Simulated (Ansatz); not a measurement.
Cl₂Te, singlet, at a GFN2-xTB geometry (core potentials on Te), atoms displaced at random by about 0.08 Å a coordinate; B3LYP/def2-SVP, gradient (Ansatz, a program for electronic structure).

Input for Ansatz:
Ansatz 0.2 input:
```yaml
crystal:
  periodic: [false, false, false]
  atoms:
    - {symbol: Te, position_ang: [0.16315550, -0.12026282, 0.55956902]}
    - {symbol: Cl, position_ang: [1.08610094, 1.30506488, -1.00501034]}
    - {symbol: Cl, position_ang: [-1.13349014, -1.29396296, -0.90445764]}
basis:
  gaussian:
    orbitals: def2-SVP
hamiltonian:
  xc: b3lyp
output: {forces: true}
```

Question: What does Ansatz print? Leave out banner, timings and long lists.

Answer: 
```
Functional definition: B3LYP
651 factors; integrals over basis functions are off by at most 4.8e-4 eV
mean field evaluation 1: about -32333.4026 eV, gradient 1.5e1 eV
mean field evaluation 2: about -32332.4763 eV, gradient 2.4e1 eV
mean field evaluation 4: about -32334.0866 eV, gradient 3.2e-1 eV
mean field evaluation 8: about -32334.1526 eV, gradient 3.0e-2 eV
mean field evaluation 16: about -32334.1526 eV, gradient 5.8e-5 eV
mean field -32334.15264815 eV, -1188.2581929435 hartree, gradient 5.8e-5 eV, S^2 0.000000; 0 other end points of the search recorded, 0 dependent functions left out
the calculation of the forces begins
reference -32334.15284304 eV, -1188.2582001056 hartree; 29, 29 occupied and 33, 33 virtual orbitals, 651 factors
Total energy: -32334.15284304 eV, -1188.2582001056 hartree
Atom 0 at     0.163156    -0.120263     0.559569 Å, force     0.484974     0.150697     1.821505 eV/Å
Atom 1 at     1.086101     1.305065    -1.005010 Å, force     0.628059     0.903840    -0.772658 eV/Å
Atom 2 at    -1.133490    -1.293963    -0.904458 Å, force    -1.113033    -1.054537    -1.048847 eV/Å
Dipole moment:     0.038989    -0.048480     0.414204 e Å
```
